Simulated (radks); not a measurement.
Results of a calculation; reference values are marked as such.
Excited configurations of Nd8+: one electron is placed in a higher orbital outside [Kr] 4d10 4f2 5s2 5p1. The ground configuration is [Kr] 4d10 4f2 5s2 5p2. Code: a radial shooting solver on a logarithmic mesh with Libxc functionals. Model: scalar-relativistic Kohn-Sham, PBEsol, spin-polarised, spherical densities, finite nucleus; open shells are filled with parallel spins first (spin-orbit coupling, left out, can overturn this in heavy ions); Fermi nuclear charge, rms radius 4.9123 fm. Excitation = E - E(ground); binding = E(ion) - E, where the ion is the core of charge +9; n* = 9/sqrt(2 binding) in atomic units. These energies are relativistic, and a one-electron ion of charge +9 with no core already has n* below n in this formula (scalar-relativistic equation, point nucleus: 5d 4.999, 5f 5.000, 6s 5.998, 6p 5.999, 6d 5.999, 6f 6.000, 7s 6.998, 7p 6.999, 7d 6.999, 7f 7.000). The quantum defect is therefore taken as that value minus n*, so that it holds no relativistic shift of the bare ion.

| outer orbital | excitation (eV) | binding (eV) | n* | quantum defect |
|---|---|---|---|---|
| 5d | 32.381 | 96.746 | 3.375 | 1.624 |
| 5f | 64.569 | 64.558 | 4.132 | 0.868 |
| 6s | 50.810 | 78.317 | 3.751 | 2.247 |
| 6p | 59.933 | 69.194 | 3.991 | 2.008 |
| 6d | 73.069 | 56.058 | 4.434 | 1.566 |
| 6f | 87.068 | 42.059 | 5.119 | 0.881 |
| 7s | 80.221 | 48.906 | 4.747 | 2.251 |
| 7p | 84.825 | 44.302 | 4.988 | 2.011 |
| 7d | 91.776 | 37.351 | 5.432 | 1.567 |
| 7f | 99.539 | 29.588 | 6.103 | 0.897 |

The Delta-SCF ionisation energy is 129.13 eV (NIST Atomic Spectra Database: 136 eV, theoretical). Self-interaction in the functional shifts the binding energies and quantum defects, so they are the method's values and not measured ones. Open shells are spherical and high-spin; term and fine-structure splittings are not resolved. Spin-orbit splitting is averaged out at the scalar-relativistic level.
